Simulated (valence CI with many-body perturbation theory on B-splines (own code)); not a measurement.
Sm L: what the settings do

Calculated by relativistic CI+MBPT: three valence electrons over a frozen Dirac-Fock core [Ne], radial functions for each j: 6 s, 6 p, 5 d, 3 f, 1 g, with the one-electron correlation potential Σ1 (screened to all orders), the two-electron term Σ2, the three-electron term Σ3, Breit, model QED; selected single and double excitations, second order for the rest, scaled by the run's own slope (own B-spline code, finite nucleus).

The last digits are not significant, and no measured levels were compared; by estimate large intervals hold to a few tenths of a per cent, small ones and those within an open d or f shell to about a per cent.

The reference run has the lowest level (3s^2 3p1/2) J=1/2 and an ionisation energy of 4338.60 eV. Its largest variational space holds 2752 state functions.

Levels are named by their leading jj configuration (3d3/2^4 stands for four electrons in 3d with j = 3/2), which in mixed levels can hold well under half, so a name can repeat and another be missing. Letters in brackets count levels of one name in rising energy.

Changed runs:
A. natural orbitals for correlation on → off
B. QED terms on → off; box radius (bohr) 1.6858 → 1.53
C. logarithmic knot step 0.27 → 0.4
D. scale of Σ1 1 → 0 (bad on purpose)

Excitation energies of the reference run in cm⁻¹, and shifts in cm⁻¹:

```csv
Level,Reference,A,B,C,D
(3s 3p1/2^2) J=1/2,1017670,-73,+19525,-3.5,+1983
(3s^2 3p3/2) J=3/2,1271280,-165,-1749,-2.5,-935
(3s 3p1/2 3p3/2) J=3/2 [a],2106170,-1047,+17499,-6.1,+1054
(3s 3p1/2 3p3/2) J=5/2,2218530,-416,+17188,-5.7,+1020
(3s 3p1/2 3p3/2) J=3/2 [b],2363520,+50,+15235,-4.5,+1011
(3s 3p1/2 3p3/2) J=1/2,2430290,+416,+17810,-5.5,+1058
(3s^2 3d3/2) J=3/2,2769250,+1061,+3986,+2.0,+867
(3s^2 3d5/2) J=5/2,2997050,+308,+1653,+1.8,+8.2
(3p1/2^2 3p3/2) J=3/2,3380700,-72,+32743,-7.2,+2938
(3s 3p3/2^2) J=5/2,3480680,-240,+14979,-7.6,+110
(3s 3p1/2 3d3/2) J=3/2 [a],3492780,-449,+22714,-1.2,+2835
(3s 3p1/2 3d3/2) J=5/2,3574890,-110,+20668,-0.1,+2795
Ionisation energy (eV),4338.60,-0.20,-0.016,-0.00068,-1.09
```
